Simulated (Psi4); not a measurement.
Calculation: SAPT0/jun-cc-pVDZ, frozen core (Psi4).

Psi4 input:

```
molecule {
0 1
H 0.37192003 -0.00000000 -0.00000000
H -0.37192003 0.00000000 0.00000000
--
0 1
C 3.40240352 1.11428318 0.04297212
N 2.88092519 0.09425231 0.00685776
H 3.88771388 2.06362629 0.07660694
units angstrom
symmetry c1
no_reorient
no_com
}
set basis jun-cc-pvdz
set scf_type df
set freeze_core true
energy('sapt0')
```

Part of the output:

```
    SAPT Results
  --------------------------------------------------------------------------------------------------------
    Electrostatics                 -1.57498313 [mEh]      -0.98831684 [kcal/mol]      -4.13511765 [kJ/mol]
      Elst10,r                     -1.57498313 [mEh]      -0.98831684 [kcal/mol]      -4.13511765 [kJ/mol]

    Exchange                        3.15060952 [mEh]       1.97703732 [kcal/mol]       8.27192416 [kJ/mol]
      Exch10                        3.15060952 [mEh]       1.97703732 [kcal/mol]       8.27192416 [kJ/mol]
      Exch10(S^2)                   3.14052094 [mEh]       1.97070664 [kcal/mol]       8.24543658 [kJ/mol]

    Induction                      -0.57921014 [mEh]      -0.36345985 [kcal/mol]      -1.52071603 [kJ/mol]
      Ind20,r                      -0.60445042 [mEh]      -0.37929837 [kcal/mol]      -1.58698436 [kJ/mol]
      Exch-Ind20,r                  0.35871388 [mEh]       0.22509636 [kcal/mol]       0.94180316 [kJ/mol]
      delta HF,r (2)               -0.33347360 [mEh]      -0.20925785 [kcal/mol]      -0.87553483 [kJ/mol]

    Dispersion                     -1.03158877 [mEh]      -0.64733173 [kcal/mol]      -2.70843594 [kJ/mol]
      Disp20                       -1.17314780 [mEh]      -0.73616136 [kcal/mol]      -3.08009912 [kJ/mol]
      Exch-Disp20                   0.14155903 [mEh]       0.08882963 [kcal/mol]       0.37166317 [kJ/mol]
      Disp20 (SS)                  -0.58657390 [mEh]      -0.36808068 [kcal/mol]      -1.54004956 [kJ/mol]
      Disp20 (OS)                  -0.58657390 [mEh]      -0.36808068 [kcal/mol]      -1.54004956 [kJ/mol]
      Exch-Disp20 (SS)              0.06862340 [mEh]       0.04306183 [kcal/mol]       0.18017071 [kJ/mol]
      Exch-Disp20 (OS)              0.07293563 [mEh]       0.04576780 [kcal/mol]       0.19149246 [kJ/mol]

  Total HF                          0.99641624 [mEh]       0.62526063 [kcal/mol]       2.61609048 [kJ/mol]
  Total SAPT0                      -0.03517253 [mEh]      -0.02207110 [kcal/mol]      -0.09234546 [kJ/mol]
```
